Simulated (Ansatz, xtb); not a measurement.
# Two structures of GeOSSe

Structure a: a singlet given by its coordinates. Structure b: a singlet given by its coordinates. Both are isolated molecules in the gas phase, relaxed with PBE0-D3(BJ)/def2-SVP.

a (Å):

```yaml
atoms:
  - { symbol: Ge, position_ang: [0.0600, -1.2680, -0.3895] }
  - { symbol: O, position_ang: [0.6419, 0.5504, -0.7225] }
  - { symbol: S, position_ang: [0.6993, 0.4796, 0.9529] }
  - { symbol: Se, position_ang: [-1.4987, -0.0329, 1.1435] }
```

Close contacts (Å): Ge1–O2 1.94, Ge1–S3 2.29, Ge1–Se4 2.51, O2–S3 1.68, S3–Se4 2.27.

b (Å):

```xyz
4

Ge   -0.5307   -1.3093    0.5142
O    -0.4053   -0.1042   -0.8553
S     1.2881   -0.2005    1.3958
Se    0.9849    0.9755   -0.4754
```

Close contacts (Å): Ge1–O2 1.83, Ge1–S3 2.31, O2–Se4 1.80, S3–Se4 2.23.

Energies in hartree; the thermal terms are from PBE0-D3(BJ)/def2-SVP harmonic frequencies (ideal gas, rigid rotor, one conformer each, 298.15 K, 1 atm) and include the zero-point energy:

```
                                a            b
E, CCSD(T)/def2-TZVP  −4948.597268  −4948.613928
   zero-point energy      0.005342      0.005661
        H(298 K) − E      0.011268      0.011433
        G(298 K) − E     −0.025350     −0.024942
```

Task: Work out ΔE, ΔE₀, ΔH and ΔG for a → b in kJ/mol (1 Eh = 2625.50 kJ/mol) and the equilibrium ratio [b]/[a].

Result: 1. ΔE = −4948.613928 − (−4948.597268) = −0.016660 Eh = −43.74 kJ/mol.
2. ΔE₀ = ΔE + ΔZPE = −0.016660 + (+0.000319) Eh = −42.90 kJ/mol.
3. ΔH = ΔE + (+0.000165) Eh = −43.31 kJ/mol.
4. ΔG = ΔE + (+0.000408) Eh = −42.67 kJ/mol, so ΔS = (ΔH − ΔG)/T = −2.1 J/(mol K).
5. kT = 0.9442 mEh, so K = [b]/[a] = exp(−ΔG/kT) = exp(+17.21) ≈ 3.0 × 10^7.

Structure b is favoured at this temperature. An error of 4 kJ/mol in ΔG would change K by a factor of 5. Mirror images and further conformers aren't counted.

Other levels gave ΔE = −34.3 (GFN2-xTB); −79.7 (HF/STO-3G, GFN2-xTB geometries); −58.2 (r2SCAN-D4/def2-SVP, GFN2-xTB geometries); −55.6 (PBE0-D3(BJ)/def2-SVP); −72.7 (HF/def2-TZVP); −35.7 (MP2/def2-TZVP) kJ/mol. The correlated steps freeze 24 core orbitals; the filled d shell of Ge and Se is correlated, in a basis made for valence electrons. Programs: Ansatz 0.2.0, xtb 6.7.1.
